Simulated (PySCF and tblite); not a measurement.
Values are calculated unless marked as measured or tabulated.
## Barrier and rate of a rotation

System: C₅H₅BF₂, numbered as in [CH:1]#[C:2][CH2:3]/[CH:4]=[CH:5]/[B:6]([F:7])[F:8].

Motion: rotation about the B6–C5 bond (torsion F7–B6–C5–C4 from -180° to 0°, rising). Level: PBE0/pcSseg-1 + D3(BJ) on GFN2-xTB stationary points, with GFN2-xTB thermal terms. Rate constants are transition-state-theory values, counting equivalent paths, without tunnelling. Shieldings: GIAO at the same DFT level; methyl-like tops are averaged, other torsions stay as in the two minima; line shapes leave out couplings. Programs: tblite and PySCF.

| point | symmetry | E(GFN2) kcal/mol | E(DFT) kcal/mol | ZPE change kcal/mol | lowest mode cm⁻¹ | dipole D |
| --- | --- | --- | --- | --- | --- | --- |
| start | C1 | 0.0 | 0.0 | 0.00 | 31 | 2.38 |
| saddle | C1 | 4.6 | 6.5 | -0.31 | 99i | 1.80 |
| end | C1 | 0.0 | 0.0 | 0.00 | 31 | 2.38 |

```json
{
 "Electronic barrier": "6.5 kcal/mol",
 "Barrier with zero-point energy": "6.2 kcal/mol",
 "ΔH‡ (298 K)": "5.8 kcal/mol",
 "ΔS‡ (298 K, symmetry apart)": "-2.9 cal/(mol K)",
 "Paths": "2 equivalent paths",
 "End point": "the same structure with atoms interchanged, or its mirror image",
 "Mean lifetime of the start against this motion at 298 K": "6.2 ns",
 "Cost": "44 s on 1 thread of Arm Neoverse V1, on a host shared with other jobs (rough), peak memory 0.82 GiB, launched as `OMP_NUM_THREADS=1 python ens_run.py task.json out`"
}
```

```csv
T/K,ΔG‡ kcal/mol,k s⁻¹
150,6.3,3510
200,6.4,7.6×10⁵
250,6.5,2×10⁷
298,6.7,1.6×10⁸
350,6.8,8.3×10⁸
400,6.9,2.7×10⁹
500,7.2,1.4×10¹⁰
```

ΔG and ΔG‡ leave out symmetry numbers and mirror images; rates count paths: 2 out.

Sites that the motion interchanges:

```csv
nucleus,site,ppm,scale
¹⁹F,F7,-81.7,δ against CFCl3
¹⁹F,F8,-93.3,δ against CFCl3
```

```
nucleus    sites  ¹H MHz  spread Hz  coalescence K  k there s⁻¹
    ¹⁹F  F7 / F8     400       4387            158         9770
    ¹⁹F  F7 / F8     800       8774            163        2×10⁴
    ¹⁹F  F7 / F8     900       9871            164      2.2×10⁴
```

Unscaled ¹⁹F shifts at such levels can be off by tens of ppm; differences are more reliable.
